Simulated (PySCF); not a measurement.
# Core-level binding energies of `C#CS(F)(F)(F)(F)F`

Species: C2HF5S.
Geometry (PBE0-D3(BJ)/def2-SVP, Å), atoms numbered from 1 in this order:
```xyz
9
C2HF5S angstrom
C      2.1651   -0.0835   -0.0026
C      0.9609   -0.0340   -0.0044
S     -0.7706    0.0309   -0.0038
F     -0.8602   -1.5391   -0.2818
F     -0.7460    1.6036    0.2749
F     -2.3662    0.0883   -0.0023
F     -0.8105   -0.2466    1.5688
F     -0.7956    0.3117   -1.5761
H      3.2404   -0.1246    0.0021
```

The calculation used delta-SCF UKS SCAN, pcX-2 on the ionised atom, pcseg-1 elsewhere, spin-free X2C (PySCF). Binding energies are ΔSCF values: E(core-ionised, relaxed orbitals) − E(ground state) at a fixed geometry, referred to the vacuum level.

Problem. List the computed XPS lines with their assignment.

Solution. 
```tsv
atom(s)	bonded to	level	binding energy (eV)	2p1/2 (eV)	above the level's lowest (eV)	count
C1	C (triple bond) and H	C 1s	292.10	–	0.00	1
C2	S and C (triple bond)	C 1s	292.23	–	+0.13	1
S3	5 F and C	S 2p3/2	178.74	179.98	0.00	1
S3	5 F and C	S 1s	2488.14	–	0.00	1
F4/F5/F7/F8	S	F 1s	693.96	–	0.00	4
F6	S	F 1s	694.08	–	+0.12	1
```

The 2 C 1s values lie within 0.13 eV of each other; Gaussian lines of 0.5 eV full width would blend them into one maximum.

The 2 F 1s values lie within 0.12 eV of each other; Gaussian lines of 0.5 eV full width would blend them into one maximum.

Problem. Which photon energy gives electrons from C 1s of C2 a kinetic energy of 50 eV, and what is their de Broglie wavelength?

Solution. hν = 292.23 + 50 = 342.23 eV, recoil neglected; λ = 12.264 Å/√(E/eV) = 1.73 Å.

The first atom of each set that the bonding makes equivalent was ionised and stands for the set. Spin contamination (⟨S²⟩ against 0.75 for a pure doublet) is marked for C 1s of C1 (0.86) and C 1s of C2 (0.86), which makes these values less certain. For 2p shells one spin-free hole was relaxed; a mean-field spin–orbit operator and the ground-state splitting of the three 2p orbitals were then diagonalised within the shell. The shell's mean is (2 × 2p3/2 + 2p1/2)/3, and the degeneracies 2j + 1 give areas of 2:1. 2p1/2 minus 2p3/2 (ligand field included): S 1.24 eV. Isolated species at its PBE0-D3(BJ)/def2-SVP geometry, gas phase.
